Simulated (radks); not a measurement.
Task: Numerical settings for neutral hydrogen, 1s1. All-electron calculation, scalar-relativistic Kohn-Sham, PBE, spin-polarised, spherical densities, finite nucleus; open shells are filled with parallel spins first; Gaussian nuclear charge, rms radius 0.8783 fm. Program: a radial shooting solver on a logarithmic mesh with Libxc functionals. The defaults (mesh step 0.008 in ln r, mesh end at 40 bohr or more with all orbitals vanishing there, Anderson mixing 0.5 over 9 steps, residual threshold near 1e-9 with the energy settled to 1e-9 hartree or 1e-11 of itself, here a cap of 63 iterations) give E = -0.5000 hartree and 1s at -7.595 eV in 21 iterations. Run on one thread of a shared host, so times are rough (Arm Neoverse V1): 0.05 s of CPU time, 0.05 s wall, 21 iterations on 2189 mesh points. One setting is changed at a time: mesh step in ln r 0.005; mesh step in ln r 0.02; mesh step in ln r 0.003; mesh end (bohr) 8; mesh end (bohr) 12; residual threshold 1e-13; residual threshold 1e-16; mixing 2.5; linear mixing, mixing 0.2; linear mixing, mixing 0.05; mixing history 2; iteration cap 8. Which runs fail to converge, and which converge to a wrong energy?

Result: Not converged within the cap: mesh step in ln r 0.005; mesh step in ln r 0.003; residual threshold 1e-13; residual threshold 1e-16; mixing 2.5; linear mixing, mixing 0.2; linear mixing, mixing 0.05; mixing history 2; iteration cap 8. No run marked as converged misses the energy by more than 1 mhartree.
